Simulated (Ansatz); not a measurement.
The first iterations of a band of CH₇GaO (10 atoms, charge 0, multiplicity 1).

Level of theory: RKS r2SCAN-D4/def2-SVP in Ansatz.

- movable images: 9
- climbing image: yes
- spring: 5.0 eV/Å²
- optimiser: quadratic models (default)
- start path: through a guess of the saddle point
- force threshold: 0.5 eV/Å
- iteration limit: 60
- end points: relaxed

Image 0:

```xyz
10
Properties=species:S:1:pos:R:3
Ga 0.323 -1.632 -0.126
H 1.746 -1.950 -0.717
H -0.965 -1.919 -0.977
H 0.170 -1.560 1.444
H 1.318 0.795 -0.251
O 0.431 0.473 -0.465
C -0.555 1.299 0.163
H -0.474 1.258 1.261
H -0.463 2.336 -0.192
H -1.532 0.900 -0.139
```

Image 10:

```xyz
10
Properties=species:S:1:pos:R:3
Ga -0.095 -1.370 0.416
H 2.025 -1.019 -1.315
H -0.987 -1.730 -0.814
H 0.749 -2.273 1.353
H 1.925 -0.411 -0.868
O -0.082 0.350 0.903
C -0.744 1.382 0.221
H -1.351 1.976 0.929
H -0.017 2.073 -0.246
H -1.422 1.021 -0.579
```

| iteration | highest image above the first end (eV) | largest band force component (eV/Å) |
| --- | --- | --- |
| 1 | 1.723 | 4.828 |
| 2 | 1.140 | 1.826 |
| 3 | 1.123 | 2.587 |

Does the band converge within its limit, and where does its top end?

The run converged. It ended after 9 iterations with the highest image 0.977 eV above the first end. The threshold of 0.5 eV/Å is loose, so the images may lie well off the minimum-energy path. The order of the stationary point at the top wasn't checked. The orbitals stay closed-shell, which can raise the energy where a bond breaks towards radicals; this wasn't checked here.

The run took 3.4 min on 2 threads of Arm Neoverse V2, on a shared host, peak memory 0.15 GiB.
